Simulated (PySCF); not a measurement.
## Calculated data, CH₈B₂Ge, B₂GeH₆N, B₂GeH₇N, B₂GeH₅O and others

All values are calculated (PySCF 2.14.0). Calculation on a computer-drawn molecule: the log of a Hartree-Fock and frozen-core CCSD(T) single point meant for a local Hartree-Fock minimum, with one planted fault or none, to be diagnosed. Offsets are logged minus clean, where the clean run is the same molecule without the fault. The reference is restricted for singlets and unrestricted otherwise, and also for a bond in bohr or an excited solution. Adding or removing an electron swaps singlet and doublet. The excited solution moves the top pair (singlet) or top alpha electron (doublet) to the lowest empty orbital. Highest occupied and lowest empty are orbital energies over both spins, largest force is the largest gradient component, triples share is (T) over the correlation energy, the T1 limit is 0.02 restricted and 0.045 unrestricted, electrons count all cores, a negative frequency is imaginary (commonest isotopes), and the dipole is about the centre of nuclear charge; on germanium a core potential holds 10 electrons, which the energies leave out, and 3d is frozen in MP2 and coupled-cluster steps.

Common to all runs: meant basis cc-pVDZ; meant basis and core potential on germanium cc-pVDZ-PP ECP10MDF; logged SCF converged yes; possible faults no fault, one electron removed, one electron added, multiplicity raised by two, geometry at a saddle point, SCF held on an excited solution, minimal basis STO-3G, one bond length entered in bohr, all coordinates scaled.

```json
{"entry": 1, "formula": "CH8B2Ge", "logged_structure": {"atoms_angstrom": [["B", 0.0495, -1.4186, -1.8301], ["B", 1.1544, -0.4982, -1.0418], ["C", 1.1319, -0.1664, 0.4422], ["Ge", 0.2958, 1.5483, 0.7127], ["H", -0.9327, -0.9726, -2.2785], ["H", 0.2205, -2.5629, -1.9955], ["H", 2.0135, -0.0226, -1.6855], ["H", 0.5815, -0.8457, 1.0424], ["H", 2.1038, -0.0532, 0.8526], ["H", 1.025, 2.6127, -0.0253], ["H", 0.3206, 1.8613, 2.1654], ["H", -1.1176, 1.5238, 0.2504]]}, "given": {"meant_charge": 0, "meant_multiplicity": 1, "logged_electrons": 56, "logged_basis_functions": 105, "logged_spin_squared": 0.0, "logged_highest_occupied [eV]": -11.126, "logged_lowest_empty [eV]": 2.2331, "logged_largest_force [hartree/bohr]": 0.02307, "logged_T1_diagnostic": 0.011168, "logged_D1_diagnostic": 0.032887, "logged_triples_share": 0.025891, "logged_CC_converged": "yes", "logged_dipole_magnitude [debye]": 0.76124, "logged_SCF_stable_within_its_kind": "yes", "logged_energy_HF [hartree]": -385.21653, "logged_energy_CCSD(T) [hartree]": -385.70114, "drawn_bonds_atom": [1, 2, 3, 1, 1, 2, 3, 3, 4, 4, 4], "drawn_bonds_other_atom": [2, 3, 4, 5, 6, 7, 8, 9, 10, 11, 12], "drawn_bonds_order": [1, 1, 1, 1, 1, 1, 1, 1, 1, 1, 1]}, "results": {"planted_fault": "all coordinates scaled, by -3.0 %", "HF_energy_offset_from_clean_run [kcal/mol]": 5.763, "CCSD(T)_energy_offset_from_clean_run [kcal/mol]": 7.863}}
{"entry": 2, "formula": "CH8B2Ge", "logged_structure": {"atoms_angstrom": [["B", 0.0511, -1.4625, -1.8867], ["B", 1.1901, -0.5136, -1.074], ["C", 1.167, -0.1715, 0.4559], ["Ge", 0.305, 1.5962, 0.7348], ["H", -0.9615, -1.0027, -2.349], ["H", 0.2274, -2.6421, -2.0572], ["H", 2.0758, -0.0233, -1.7376], ["H", 0.5995, -0.8719, 1.0746], ["H", 2.1689, -0.0549, 0.879], ["H", 1.0567, 2.6935, -0.0261], ["H", 0.3305, 1.9188, 2.2324], ["H", -1.1521, 1.5709, 0.2582]]}, "given": {"meant_charge": 0, "meant_multiplicity": 1, "logged_electrons": 57, "logged_basis_functions": 105, "logged_spin_squared": 0.7638, "logged_highest_occupied [eV]": 0.54047, "logged_lowest_empty [eV]": 7.1509, "logged_largest_force [hartree/bohr]": 0.021466, "logged_T1_diagnostic": 0.051889, "logged_D1_diagnostic": 0.3437, "logged_triples_share": 0.028438, "logged_CC_converged": "yes", "logged_dipole_magnitude [debye]": 6.8908, "logged_SCF_stable_within_its_kind": "yes", "logged_energy_HF [hartree]": -385.16759, "logged_energy_CCSD(T) [hartree]": -385.6786, "drawn_bonds_atom": [1, 2, 3, 1, 1, 2, 3, 3, 4, 4, 4], "drawn_bonds_other_atom": [2, 3, 4, 5, 6, 7, 8, 9, 10, 11, 12], "drawn_bonds_order": [1, 1, 1, 1, 1, 1, 1, 1, 1, 1, 1]}, "results": {"planted_fault": "one electron added", "HF_energy_offset_from_clean_run [kcal/mol]": 36.47, "CCSD(T)_energy_offset_from_clean_run [kcal/mol]": 22.01}, "notes": ["T1 above single-reference limit", "highest electron not bound in this basis"]}
{"entry": 3, "formula": "B2GeH6N", "logged_structure": {"atoms_angstrom": [["B", -0.8865, -0.7041, 2.0821], ["B", -1.6739, -0.7672, 0.5777], ["N", -2.2839, 0.3883, -0.0893], ["Ge", -3.0901, 0.3017, -1.6367], ["H", 0.2919, -0.502, 2.1479], ["H", -1.4923, -0.8917, 3.0978], ["H", -1.7732, -1.7971, -0.0338], ["H", -2.2428, 1.2889, 0.3592], ["H", -3.6766, 1.5648, -2.2148], ["H", -3.154, -1.0413, -2.311]]}, "given": {"meant_charge": 1, "meant_multiplicity": 1, "logged_electrons": 54, "logged_basis_functions": 95, "logged_spin_squared": 0.0, "logged_highest_occupied [eV]": -9.379, "logged_lowest_empty [eV]": -10.052, "logged_largest_force [hartree/bohr]": 0.1522, "logged_CC_converged": "no", "logged_dipole_magnitude [debye]": 8.0072, "logged_SCF_stable_within_its_kind": "no", "logged_energy_HF [hartree]": -399.92861, "drawn_bonds_atom": [1, 2, 3, 1, 1, 2, 3, 4, 4], "drawn_bonds_other_atom": [2, 3, 4, 5, 6, 7, 8, 9, 10], "drawn_bonds_order": [1, 1, 1, 1, 1, 1, 1, 1, 1]}, "results": {"planted_fault": "SCF held on an excited solution", "HF_energy_offset_from_clean_run [kcal/mol]": 312.0}, "notes": ["CCSD not converged"]}
{"entry": 4, "formula": "B2GeH7N", "logged_structure": {"atoms_angstrom": [["B", 1.6344, 0.7433, -0.077], ["B", 0.3558, -0.3296, -0.4319], ["N", -0.9581, -0.2276, 0.0602], ["Ge", -2.3863, -1.3588, -0.2908], ["H", 1.8728, 1.7037, -0.7651], ["H", 2.3865, 0.5595, 0.8469], ["H", 0.5979, -1.26, -1.1711], ["H", -1.1682, 0.539, 0.6723], ["H", -1.884, -2.4487, -1.2293], ["H", -2.8945, -1.9573, 1.025], ["H", -3.5212, -0.5569, -0.9367]]}, "given": {"meant_charge": 0, "meant_multiplicity": 1, "logged_electrons": 55, "logged_basis_functions": 100, "logged_spin_squared": 0.7644, "logged_highest_occupied [eV]": -16.164, "logged_lowest_empty [eV]": -7.8948, "logged_largest_force [hartree/bohr]": 0.12776, "logged_T1_diagnostic": 0.021615, "logged_D1_diagnostic": 0.097018, "logged_triples_share": 0.030556, "logged_CC_converged": "yes", "logged_dipole_magnitude [debye]": 8.3203, "logged_SCF_stable_within_its_kind": "yes", "logged_energy_HF [hartree]": -400.93156, "logged_energy_CCSD(T) [hartree]": -401.42061, "drawn_bonds_atom": [1, 2, 3, 1, 1, 2, 3, 4, 4, 4], "drawn_bonds_other_atom": [2, 3, 4, 5, 6, 7, 8, 9, 10, 11], "drawn_bonds_order": [1, 1, 1, 1, 1, 1, 1, 1, 1, 1]}, "results": {"planted_fault": "one electron removed", "HF_energy_offset_from_clean_run [kcal/mol]": 215.3, "CCSD(T)_energy_offset_from_clean_run [kcal/mol]": 226.4}}
{"entry": 5, "formula": "B2GeH5O", "logged_structure": {"atoms_angstrom": [["B", -0.5963, -0.5097, 2.5831], ["B", -0.1219, -0.3176, 0.9489], ["O", 1.0086, 0.2719, 0.4959], ["Ge", 2.3924, 1.0521, 1.3315], ["H", -0.318, -1.4966, 3.2157], ["H", -1.283, 0.3038, 3.1473], ["H", -0.8691, -0.7517, 0.0946], ["H", 3.6489, 0.2759, 0.9184], ["H", 2.4278, 2.5102, 0.8573]]}, "given": {"meant_charge": 0, "meant_multiplicity": 2, "logged_electrons": 56, "logged_basis_functions": 90, "logged_spin_squared": 0.0, "logged_highest_occupied [eV]": -1.1655, "logged_lowest_empty [eV]": 6.2876, "logged_largest_force [hartree/bohr]": 0.090079, "logged_T1_diagnostic": 0.021778, "logged_D1_diagnostic": 0.073155, "logged_triples_share": 0.028052, "logged_CC_converged": "yes", "logged_dipole_magnitude [debye]": 0.86319, "logged_SCF_stable_within_its_kind": "yes", "logged_energy_HF [hartree]": -420.51428, "logged_energy_CCSD(T) [hartree]": -421.03159, "drawn_bonds_atom": [1, 2, 3, 1, 1, 2, 4, 4], "drawn_bonds_other_atom": [2, 3, 4, 5, 6, 7, 8, 9], "drawn_bonds_order": [1, 1, 1, 1, 1, 1, 1, 1]}, "results": {"planted_fault": "one electron added", "HF_energy_offset_from_clean_run [kcal/mol]": -4.938, "CCSD(T)_energy_offset_from_clean_run [kcal/mol]": -23.91}, "notes": ["T1 above single-reference limit"]}
{"entry": 6, "formula": "CH4B2Ge", "logged_structure": {"atoms_angstrom": [["B", -1.2958, -1.0387, 0.1197], ["C", -0.5841, -1.7253, -1.0588], ["B", -0.7545, -0.8912, -2.1667], ["Ge", -1.0248, 0.3754, -3.8098], ["H", -1.851, 0.0185, -0.0453], ["H", -1.3196, -1.5255, 1.2186], ["H", -0.0696, -2.6721, -0.9746], ["H", -2.5729, 2.3081, -2.1527]]}, "given": {"meant_charge": 0, "meant_multiplicity": 1, "logged_electrons": 52, "logged_basis_functions": 85, "logged_spin_squared": 0.9307, "logged_highest_occupied [eV]": -8.4333, "logged_lowest_empty [eV]": -0.70081, "logged_largest_force [hartree/bohr]": 0.0079111, "logged_T1_diagnostic": 0.033895, "logged_D1_diagnostic": 0.13531, "logged_triples_share": 0.043082, "logged_CC_converged": "yes", "logged_dipole_magnitude [debye]": 2.0897, "logged_SCF_stable_within_its_kind": "yes", "logged_energy_HF [hartree]": -382.78535, "logged_energy_CCSD(T) [hartree]": -383.19629, "drawn_bonds_atom": [1, 2, 3, 1, 1, 2, 4], "drawn_bonds_other_atom": [2, 3, 4, 5, 6, 7, 8], "drawn_bonds_order": [1, 2, 1, 1, 1, 1, 1]}, "results": {"planted_fault": "one bond length entered in bohr, row 7 of the drawn bonds", "HF_energy_offset_from_clean_run [kcal/mol]": 46.21, "CCSD(T)_energy_offset_from_clean_run [kcal/mol]": 58.19}}
```
